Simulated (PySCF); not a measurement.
Two species compared at the same levels of theory.

First species: C7H12OSi.
Atom-mapped SMILES: `[CH3:1][CH2:2][CH2:3][C:4]1=[CH:5][C:6](=[O:7])[SiH2:8][CH2:9]1` (hydrogens: H10, H11, H12 on C1; H13, H14 on C2; H15, H16 on C3; H17 on C5; H18, H19 on Si8; H20, H21 on C9)

Cartesian coordinates in Å at the GFN2-xTB level; atoms count from 1:
```
atom  x, y, z in Å
C1     3.2660   -0.1171   -0.1817
C2     1.8176   -0.3735    0.2136
C3     0.8695    0.6268   -0.4637
C4    -0.5551    0.3878   -0.0766
C5    -1.2110    1.1368    0.8200
C6    -2.6027    0.7903    1.1032
O7    -3.3082    1.3657    1.9079
Si8   -3.0616   -0.7052   -0.0233
C9    -1.2796   -0.7654   -0.7081
H10    3.5717    0.8844    0.1135
H11    3.3909   -0.2091   -1.2588
H12    3.9250   -0.8342    0.3023
H13    1.5401   -1.3906   -0.0708
H14    1.7110   -0.2882    1.2973
H15    0.9751    0.5287   -1.5474
H16    1.1666    1.6386   -0.1794
H17   -0.7625    1.9773    1.3288
H18   -3.4366   -1.9027    0.7249
H19   -4.0426   -0.3617   -1.0507
H20   -0.7616   -1.6926   -0.4571
H21   -1.2209   -0.6790   -1.7945
```

Second species: C₈H₁₁OP.
Structure used (GFN2-xTB), in Å, numbered top down from 1:
```xyz
21
C8H11OP angstrom
C      4.3134   -0.9775    0.6273
C      3.0750   -0.6324   -0.0256
C      2.0290   -0.3454   -0.5497
P      0.5532    0.0524   -1.4128
O      0.6331    0.0227   -2.8790
C     -0.5640    1.0463   -0.4166
C     -1.0008    2.3668    0.0718
C     -0.9089   -0.2573   -0.4129
C     -1.9483   -1.1819    0.0839
C     -3.0259   -0.4710    0.8978
H      4.1312   -1.2102    1.6761
H      5.0110   -0.1430    0.5628
H      4.7548   -1.8465    0.1400
H     -0.2472    2.7869    0.7385
H     -1.1166    3.0525   -0.7679
H     -1.9467    2.2921    0.6052
H     -1.4682   -1.9556    0.6922
H     -2.4013   -1.6888   -0.7747
H     -2.5880    0.0123    1.7681
H     -3.7702   -1.1876    1.2381
H     -3.5236    0.2821    0.2916
```

Levels: PBE0/pcSseg-1 for dipole moment, HOMO energy, LUMO energy and HOMO–LUMO gap; GFN2-xTB for rotational constant A and rotational constant C. Geometries: GFN2-xTB. All species are isolated and taken at one optimised geometry, non-relativistic unless stated. Electronic properties by PySCF.

Dipoles, sizes and rotational constants follow the conformer. The torsions of the flexible species, by atom-mapped SMILES:
- `[CH3:1][CH2:2][CH2:3][C:4]1=[CH:5][C:6](=[O:7])[SiH2:8][CH2:9]1`: C1–C2–C3–C4 180°, C2–C3–C4–C5 102°
- `[CH3:1][C:2]#[C:3][P@:4]1(=[O:5])[C:6]([CH3:7])=[C:8]1[CH2:9][CH3:10]`: C6–C8–C9–C10 -1°

```json
{"property": "dipole moment", "column X": "5.08 D", "column Y": "4.45 D"}
{"property": "HOMO energy", "column X": "-6.79 eV", "column Y": "-6.42 eV"}
{"property": "LUMO energy", "column X": "-0.42 eV", "column Y": "-1.54 eV"}
{"property": "HOMO–LUMO gap", "column X": "6.37 eV", "column Y": "4.88 eV"}
{"property": "rotational constant A", "column X": "1.556 GHz", "column Y": "2.963 GHz"}
{"property": "rotational constant C", "column X": "0.567 GHz", "column Y": "0.587 GHz"}
```

(1) Which column belongs to which species?

(2) How does each property change from the first species to the second?

Answers

(1) Column X is the second species and column Y the first. The first has 21 atoms and 76 electrons, the second 21 and 82.

(2) dipole moment +0.63 D; HOMO energy -0.37 eV; LUMO energy +1.12 eV; HOMO–LUMO gap +1.49 eV; rotational constant A -1.407 GHz; rotational constant C -0.020 GHz.

On the first: A dipole of 4.45 D is allowed in C1, and pure rotational transitions are dipole-allowed. In atomic units the dipole is 1.75 e·bohr (1 au = 2.5417 D).

On the second: The dipole matches unit charges of opposite sign 1.06 Å apart (1 e·Å = 4.8032 D).
